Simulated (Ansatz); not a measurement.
Consider the atomization: `[SiH3][GeH2][CH2]S` → C• + Ge• + 8 H• + S• + Si•.

Gas-phase electronic energies from Ansatz, PBE0-D4/def2-TZVP geometries. CBS: MP2 limit from def2 TZ/QZ plus the TZ coupled-cluster correction, frozen cores. This one scheme is used for every species, atoms too. DFT in def2-TZVPP. No spin–orbit coupling; open shells (•) take unrestricted orbitals. Spin–orbit coupling would lower the free atoms: a little for C, S, Si; clearly for Ge. For Ge outer-core shells are correlated without core-valence functions, so the limit isn't a true one: a few kJ/mol of doubt a bond, and 10 to 20 or more in all where bonds break to atoms. Scalar relativity is left out up to krypton. Each species was taken in one conformer, which may not be the lowest.

| level | ΔE (eV) | difference from CCSD(T)/CBS |
| --- | --- | --- |
| revPBE-D4 | 36.98 | -0.81 |
| r2SCAN-D4 | 37.71 | -0.08 |
| PBE0-D4 | 37.42 | -0.37 |
| r2SCANh-D4 | 37.58 | -0.21 |
| CAM-B3LYP-D4 | 37.63 | -0.16 |
| ωB97X-V | 37.97 | 0.18 |
| ωB97M-V | 37.66 | -0.13 |
| PBE | 37.33 | -0.46 |
| LC-ωPBE | 37.13 | -0.66 |
| HF/def2-SVP | 27.68 | -10.11 |
| MP2/def2-SVP | 35.03 | -2.76 |
| SCS-MP2/def2-TZVPP | 36.96 | -0.83 |
| CCSD/def2-TZVPP | 36.48 | -1.31 |
| CCSD(T)/def2-TZVPP | 36.93 | -0.86 |
| SCS-MP2/def2-QZVPP | 37.55 | -0.24 |
| HF/CBS(def2) | 27.79 | -10.00 |
| CCSD(T)/CBS | 37.79 | 0 |

Largest T1 diagnostic among the species: 0.012.

From r2SCAN to r2SCAN0 (25 % exact exchange), in def2-TZVPP and without D4, ΔE moves by −0.32 eV: exact exchange takes away binding that semilocal exchange gives to molecules. Leaving LDA and LC-ωPBE aside and taking each functional with its dispersion term where it has one, the values, not all of them listed here, spread over 1.01 eV, from BHLYP-D4 to B97M-V. LDA lies +4.99 eV from PBE without D4, its usual overbinding. The D4 term adds +0.49 eV with B3LYP and +0.26 eV with PBE0; it sums over pairs of atoms, weighted by their polarisabilities, and B3LYP, whose exchange is more repulsive, gets the larger term.

B3LYP here is the variant with VWN-RPA as its local correlation; programs differ in this.

For atomizations the MP2-based limit and the directly extrapolated one differ by several kJ/mol either way, and by 10 to 25 for some Ge, Se and Sn compounds, so smaller differences from it don't rank the levels.
